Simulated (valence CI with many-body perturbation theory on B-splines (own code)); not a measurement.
# Forbidden lines of Er XLVI

Method: valence CI with perturbative core correlation (CI+MBPT): five valence electrons over a frozen Dirac-Fock core [Ar], a basis of 7 s, 7 p, 8 d, 6 f, 4 g, 1 h functions for each j, with the one-electron correlation potential Σ1, the two-electron term Σ2, the three-electron term Σ3, Breit, model QED; selected CI, second order for the rest (own B-spline code, finite nucleus).

The last digits are not significant, and no measured levels were compared; by estimate large intervals hold to a few tenths of a per cent, small ones and those within an open d or f shell to about a per cent. Among the levels kept, up to 250 cm⁻¹ of a level comes from second order outside the variational space, and about a tenth of that is noise between levels of different J, which matters for small intervals. Only levels of the ground parity were solved; by the run's estimate the other parity begins above the list, which can be wrong where configurations are misplaced.

Lines 51 to 100 of 120 in falling wavelength, among levels below 206.19 eV, chosen from the decays that carry over 1 % of a level's rate. Wavelengths and rates use the calculated energies. Electric multipoles are in the length gauge, E1 and E2 with the static RPA response of the core. S is in atomic units (e²a₀⁴ for E2 and M2, e²a₀⁶ for E3), for M1 in squared Bohr magnetons. Weak lines are less certain than strong ones. Lines between different terms over intervals too small for the method are left out, as are lines whose strength nearly cancels.

Levels are named by their leading jj configuration (3d3/2^4 stands for four electrons in 3d with j = 3/2), which in mixed levels can hold well under half, so a name can repeat and another be missing. Letters in brackets count levels of one name in rising energy.

| λ vac (nm) | Upper | Lower | Type | A (s⁻¹) | S (a.u.) |
| --- | --- | --- | --- | --- | --- |
| 27.39 | (3d3/2^2 3d5/2^3) J=9/2 [a] | (3d3/2^3 3d5/2^2) J=7/2 [a] | M1 | 3.95e+05 | 3.01e+00 |
| 27.11 | (3d3/2 3d5/2^4) J=7/2 [a] | (3d3/2^2 3d5/2^3) J=5/2 [b] | M1 | 3.69e+05 | 2.18e+00 |
| 26.77 | (3d3/2^2 3d5/2^3) J=5/2 [a] | (3d3/2^3 3d5/2^2) J=5/2 [a] | M1 | 1.89e+06 | 8.05e+00 |
| 26.53 | (3d3/2^2 3d5/2^3) J=13/2 | (3d3/2^3 3d5/2^2) J=11/2 | M1 | 1.47e+05 | 1.42e+00 |
| 26.49 | (3d3/2^2 3d5/2^3) J=5/2 [c] | (3d3/2^3 3d5/2^2) J=7/2 [b] | M1 | 4.41e+05 | 1.82e+00 |
| 26.39 | (3d3/2^3 3d5/2^2) J=7/2 [a] | (3d3/2^4 3d5/2) J=5/2 | M1 | 4.42e+05 | 2.41e+00 |
| 26.12 | (3d3/2^2 3d5/2^3) J=1/2 [a] | (3d3/2^3 3d5/2^2) J=3/2 [a] | M1 | 8.55e+05 | 1.13e+00 |
| 25.63 | (3d3/2^3 3d5/2^2) J=3/2 [a] | (3d3/2^4 3d5/2) J=5/2 | M1 | 1.13e+06 | 2.82e+00 |
| 25.56 | (3d3/2^2 3d5/2^3) J=5/2 [d] | (3d3/2^2 3d5/2^3) J=7/2 [a] | M1 | 7.98e+04 | 2.97e-01 |
| 25.48 | (3d3/2^2 3d5/2^3) J=3/2 [a] | (3d3/2^3 3d5/2^2) J=3/2 [a] | M1 | 9.72e+05 | 2.38e+00 |
| 25.41 | (3d3/2 3d5/2^4) J=3/2 [a] | (3d3/2^2 3d5/2^3) J=5/2 [b] | M1 | 3.68e+05 | 8.96e-01 |
| 25.10 | (3d3/2 3d5/2^4) J=9/2 | (3d3/2^2 3d5/2^3) J=9/2 [b] | M1 | 6.21e+05 | 3.64e+00 |
| 25.02 | (3d3/2^2 3d5/2^3) J=7/2 [b] | (3d3/2^3 3d5/2^2) J=5/2 [b] | M1 | 2.05e+04 | 9.55e-02 |
| 24.81 | (3d3/2^2 3d5/2^3) J=5/2 [b] | (3d3/2^3 3d5/2^2) J=3/2 [a] | M1 | 1.56e+05 | 5.31e-01 |
| 24.80 | (3d3/2^2 3d5/2^3) J=3/2 [b] | (3d3/2^3 3d5/2^2) J=1/2 | M1 | 9.55e+04 | 2.16e-01 |
| 24.75 | (3d3/2 3d5/2^4) J=3/2 [a] | (3d3/2^2 3d5/2^3) J=3/2 [a] | M1 | 1.17e+06 | 2.62e+00 |
| 24.68 | (3d3/2^2 3d5/2^3) J=9/2 [b] | (3d3/2^3 3d5/2^2) J=9/2 | M1 | 7.90e+05 | 4.40e+00 |
| 24.50 | (3d3/2 3d5/2^4) J=11/2 | (3d3/2^2 3d5/2^3) J=13/2 | M1 | 2.68e+05 | 1.75e+00 |
| 24.20 | (3d3/2^2 3d5/2^3) J=5/2 [c] | (3d3/2^3 3d5/2^2) J=5/2 [b] | M1 | 2.85e+04 | 8.97e-02 |
| 24.17 | (3d3/2 3d5/2^4) J=3/2 [a] | (3d3/2^2 3d5/2^3) J=1/2 [a] | M1 | 8.76e+05 | 1.83e+00 |
| 24.13 | (3d3/2^2 3d5/2^3) J=5/2 [b] | (3d3/2^3 3d5/2^2) J=7/2 [a] | M1 | 3.64e+05 | 1.14e+00 |
| 23.91 | (3d3/2 3d5/2^4) J=7/2 [a] | (3d3/2^2 3d5/2^3) J=9/2 [a] | M1 | 8.14e+05 | 3.30e+00 |
| 23.69 | (3d3/2 3d5/2^4) J=5/2 [a] | (3d3/2^2 3d5/2^3) J=5/2 [a] | M1 | 1.34e+06 | 3.98e+00 |
| 23.66 | (3d3/2^2 3d5/2^3) J=3/2 [b] | (3d3/2^3 3d5/2^2) J=5/2 [b] | M1 | 2.36e+05 | 4.64e-01 |
| 23.64 | (3d3/2^2 3d5/2^3) J=7/2 [b] | (3d3/2^3 3d5/2^2) J=9/2 | M1 | 2.27e+05 | 8.88e-01 |
| 23.55 | (3d3/2^2 3d5/2^3) J=7/2 [c] | (3d3/2^3 3d5/2^2) J=7/2 [b] | M1 | 3.09e+05 | 1.20e+00 |
| 23.44 | (3d3/2^3 3d5/2^2) J=9/2 | (3d3/2^4 3d5/2) J=5/2 | E2 | 4.50e+01 | 2.84e-04 |
| 23.20 | (3d3/2 3d5/2^4) J=11/2 | (3d3/2^2 3d5/2^3) J=9/2 [a] | M1 | 3.21e+05 | 1.78e+00 |
| 23.12 | (3d3/2^2 3d5/2^3) J=7/2 [a] | (3d3/2^3 3d5/2^2) J=5/2 [a] | M1 | 2.64e+05 | 9.66e-01 |
| 22.83 | (3d3/2 3d5/2^4) J=7/2 [a] | (3d3/2^2 3d5/2^3) J=7/2 [a] | M1 | 6.72e+05 | 2.37e+00 |
| 22.63 | (3d3/2^2 3d5/2^3) J=9/2 [b] | (3d3/2^3 3d5/2^2) J=11/2 | M1 | 2.81e+05 | 1.20e+00 |
| 22.62 | (3d3/2^2 3d5/2^3) J=1/2 [b] | (3d3/2^3 3d5/2^2) J=1/2 | M1 | 4.35e+05 | 3.74e-01 |
| 22.44 | (3d3/2 3d5/2^4) J=11/2 | (3d3/2^2 3d5/2^3) J=11/2 | M1 | 1.09e+06 | 5.50e+00 |
| 22.22 | (3d3/2^3 3d5/2^2) J=5/2 [b] | (3d3/2^4 3d5/2) J=5/2 | M1 | 1.20e+04 | 2.92e-02 |
| 22.21 | (3d3/2^2 3d5/2^3) J=5/2 [d] | (3d3/2^2 3d5/2^3) J=5/2 [a] | M1 | 1.19e+06 | 2.90e+00 |
| 22.08 | (3d3/2^2 3d5/2^3) J=9/2 [b] | (3d3/2^3 3d5/2^2) J=7/2 [a] | M1 | 2.11e+05 | 8.40e-01 |
| 21.71 | (3d3/2^2 3d5/2^3) J=7/2 [c] | (3d3/2^3 3d5/2^2) J=5/2 [b] | M1 | 1.52e+05 | 4.61e-01 |
| 21.30 | (3d3/2^3 3d5/2^2) J=1/2 | (3d3/2^4 3d5/2) J=5/2 | E2 | 1.59e+02 | 1.25e-04 |
| 21.25 | (3d3/2^2 3d5/2^3) J=7/2 [b] | (3d3/2^3 3d5/2^2) J=7/2 [a] | M1 | 1.90e+04 | 5.41e-02 |
| 21.14 | (3d3/2^2 3d5/2^3) J=5/2 [c] | (3d3/2^3 3d5/2^2) J=3/2 [a] | M1 | 2.41e+05 | 5.06e-01 |
| 20.73 | (3d3/2^2 3d5/2^3) J=3/2 [b] | (3d3/2^3 3d5/2^2) J=3/2 [a] | M1 | 1.75e+05 | 2.31e-01 |
| 20.67 | (3d3/2^2 3d5/2^3) J=7/2 [c] | (3d3/2^3 3d5/2^2) J=9/2 | M1 | 3.13e+05 | 8.20e-01 |
| 20.64 | (3d3/2^2 3d5/2^3) J=5/2 [c] | (3d3/2^3 3d5/2^2) J=7/2 [a] | M1 | 5.02e+05 | 9.82e-01 |
| 20.59 | (3d3/2^3 3d5/2^2) J=7/2 [b] | (3d3/2^4 3d5/2) J=5/2 | M1 | 3.82e+04 | 9.88e-02 |
| 20.53 | (3d3/2^2 3d5/2^3) J=9/2 [c] | (3d3/2^3 3d5/2^2) J=7/2 [b] | M1 | 3.39e+05 | 1.09e+00 |
| 20.36 | (3d3/2^2 3d5/2^3) J=3/2 [a] | (3d3/2^3 3d5/2^2) J=5/2 [a] | M1 | 6.43e+05 | 8.05e-01 |
| 20.33 | (3d3/2^2 3d5/2^3) J=3/2 [c] | (3d3/2^3 3d5/2^2) J=3/2 [b] | M1 | 1.97e+05 | 2.46e-01 |
| 20.29 | (3d3/2 3d5/2^4) J=5/2 [a] | (3d3/2^3 3d5/2^2) J=3/2 [b] | M1 | 1.15e+05 | 2.13e-01 |
| 20.12 | (3d3/2 3d5/2^4) J=7/2 [a] | (3d3/2^2 3d5/2^3) J=5/2 [a] | M1 | 1.07e+05 | 2.59e-01 |
| 19.76 | (3d3/2 3d5/2^4) J=9/2 | (3d3/2^2 3d5/2^3) J=7/2 [a] | M1 | 3.34e+05 | 9.55e-01 |
